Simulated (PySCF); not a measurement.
```xyz
3

Zn     0.0000     0.0000     0.0000
Br     0.8784     0.6458     1.9516
Br    -0.8784    -0.6458    -1.9516
```

Charge 0, multiplicity 1.

### Question
Give the Mulliken and meta-Löwdin atomic charges from PBE-D3(BJ)/def2-TZVP // TPSS-D3(BJ)/def2-SVP (PySCF).

### Answer

```csv
atom,Mulliken (e),meta-Löwdin (e)
Zn1,0.46,1.13
Br2,-0.23,-0.57
Br3,-0.23,-0.57
```
